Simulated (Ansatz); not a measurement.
Reaction (cleavage of the Si–Si bond): `F[SiH]([SiH3])[SiH2]Cl` + `SS` → `SS[SiH2]Cl` + `F[SiH2][SiH3]`

Gas-phase electronic energies from Ansatz, PBE0-D4/def2-TZVP geometries. CCSD(T)/CBS is the MP2 limit (def2-TZVPP, def2-QZVPP) plus CCSD(T) − MP2 in def2-TZVPP, frozen cores. This one scheme is used for every species. DFT in def2-TZVPP. B3LYP here is the variant with VWN-RPA as its local correlation; programs differ in this. Each species was taken in one conformer, which may not be the lowest.

CCSD(T)/CBS gives -0.70 eV.

**Question.** Another level gave -0.58 eV. Which?
A. HF/def2-TZVPP
B. MP2/def2-TZVPP
C. B3LYP/def2-TZVPP
D. PBE-D4/def2-TZVPP

**Answer.** D. PBE-D4 -0.58, B3LYP -0.65, MP2/def2-TZVPP -0.80, HF/def2-TZVPP -0.72 eV.

Largest T1 diagnostic among the species: 0.012.

From PBE to PBE0 (25 % exact exchange), in def2-TZVPP and without D4, ΔE moves by −0.03 eV.
